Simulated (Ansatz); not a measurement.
Cartesian coordinates (Å):
```xyz
10

C     -1.4198    -0.4334    -0.0987
C     -0.3123     0.3581     0.5554
O     -0.5090     1.0479     1.5327
Si     1.4890     0.2388    -0.1546
H     -2.3491    -0.3240     0.4596
H     -1.5588    -0.0880    -1.1273
H     -1.1385    -1.4891    -0.1580
H      1.4668     0.0762    -1.6289
H      2.2285     1.4582     0.2263
H      2.1253    -0.9607     0.4403
```
Charge 0, multiplicity 1.

The numbers are results of frozen-core CCSD(T)/cc-pVTZ // B3LYP-D3(BJ)/def2-TZVP in Ansatz (a first-principles code), not measurements.

The HF energy comes out as -443.07467 Ha and the MP2 correlation energy is -0.68990 Ha.

Question: Estimate the CCSD correlation energy, the (T) correction, the total energy and the T1 diagnostic.

Answer: 
The CCSD correlation energy comes out as -0.72866 Ha and the (T) correction is -0.03002 Ha. The CCSD(T) total energy is -443.83335 Ha. The T1 diagnostic is 0.015.
